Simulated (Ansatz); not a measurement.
One change: `OB(O)BS` becomes `OB(O)F`.

Ansatz, PBE0-D4/def2-TZVP geometries, multiplicity 1. Each molecule was computed in one conformer, which needn't be the lowest.

```csv
property,`OB(O)BS`
HOMO–LUMO gap (PBE/def2-TZVPP) / eV,4.08
size of the dipole moment (B3LYP/def2-TZVPP) / D,1.20
HOMO energy (PBE/def2-TZVPP) / eV,-6.80
size of the dipole moment (PBE/def2-TZVPP) / D,1.17
HOMO energy (B3LYP/def2-TZVPP) / eV,-7.97
HOMO–LUMO gap (PBE0/def2-TZVPP) / eV,6.32
```

**Question.** What does the change do to each property? (Estimate.)

**Answer.** Ansatz gave: 
| property | `OB(O)F` | shift |
| --- | --- | --- |
| HOMO–LUMO gap (PBE/def2-TZVPP) / eV | 7.57 | 3.49 |
| size of the dipole moment (B3LYP/def2-TZVPP) / D | 1.88 | 0.68 |
| HOMO energy (PBE/def2-TZVPP) / eV | -7.97 | -1.17 |
| size of the dipole moment (PBE/def2-TZVPP) / D | 1.83 | 0.66 |
| HOMO energy (B3LYP/def2-TZVPP) / eV | -9.46 | -1.49 |
| HOMO–LUMO gap (PBE0/def2-TZVPP) / eV | 10.18 | 3.86 |

With PBE0 the HOMO falls by 1.57 eV and the LUMO rises by 2.28 eV, so the gap widens by about 3.85 eV. PBE moves the HOMO by -1.17 eV and ωB97M-V by -1.82 eV. The zero-point energy changes by -53.7 kJ/mol with -9 modes. Dipoles are sizes alone; their direction can turn.

B3LYP here is the variant with VWN-RPA as its local correlation; programs differ in this.
